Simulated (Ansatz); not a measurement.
AlGa2⁻. Total charge -1; singlet. Geometry B3LYP-D4/def2-TZVPD.

Cartesian coordinates in Å:
```
Al -1.211 0.726 -0.401
Ga 1.067 -0.234 -0.959
Ga 0.144 -0.491 1.360
```

At HF/def2-TZVPD the restricted singlet is unstable: a solution with broken spin symmetry lies lower. The restricted singlet is unstable towards broken spin symmetry at other levels; at LDA (SPW92)/def2-TZVPD, PBE-D4/def2-SVPD, BLYP-D4/def2-TZVPD, ωB97M-V/def2-TZVPD this wasn't settled. At LDA (SPW92)/def2-TZVPD, PBE-D4/def2-SVPD, BLYP-D4/def2-TZVPD the highest occupied level of the charge -1 singlet lies above zero (up to 0.56 eV). The electron is either unbound and held by the finite basis, or the level is raised by self-interaction error. The geometry of the singlet was relaxed on an unsound state (restricted singlet, unstable towards broken spin symmetry at other levels and untested here). The structure comes from a short search, and lower isomers may exist.

Estimate the orbital energies around the gap (eV) in Ansatz with HF/def2-TZVPD, LDA (SPW92)/def2-TZVPD, PBE-D4/def2-SVPD, BLYP-D4/def2-TZVPD, ωB97M-V/def2-TZVPD.


```csv
orbital,HF/def2-TZVPD,LDA (SPW92)/def2-TZVPD,PBE-D4/def2-SVPD,BLYP-D4/def2-TZVPD,ωB97M-V/def2-TZVPD
HOMO−13,-28.01,-15.29,-15.08,-14.90,-20.96
HOMO−12,-27.97,-15.24,-15.02,-14.85,-20.91
HOMO−11,-27.93,-15.20,-14.98,-14.81,-20.86
HOMO−10,-27.91,-15.18,-14.96,-14.79,-20.84
HOMO−9,-27.88,-15.16,-14.95,-14.77,-20.82
HOMO−8,-27.85,-15.12,-14.91,-14.73,-20.78
HOMO−7,-27.81,-15.11,-14.90,-14.72,-20.76
HOMO−6,-27.74,-15.01,-14.79,-14.62,-20.66
HOMO−5,-27.68,-14.96,-14.75,-14.58,-20.61
HOMO−4,-11.66,-6.73,-6.53,-6.38,-10.72
HOMO−3,-5.78,-3.39,-3.16,-3.07,-6.09
HOMO−2,-5.25,-2.75,-2.54,-2.43,-5.42
HOMO−1,-1.74,0.09,0.24,0.44,-2.04
HOMO,-1.60,0.27,0.40,0.56,-1.77
LUMO,3.81,0.80,0.99,1.14,3.10
LUMO+1,3.84,0.83,1.00,1.18,3.12
LUMO+2,4.52,2.42,2.63,2.70,3.93
LUMO+3,4.55,2.49,2.71,2.77,3.95
LUMO+4,4.99,2.88,3.20,3.00,4.33
LUMO+5,5.04,2.94,3.34,3.06,4.40
```
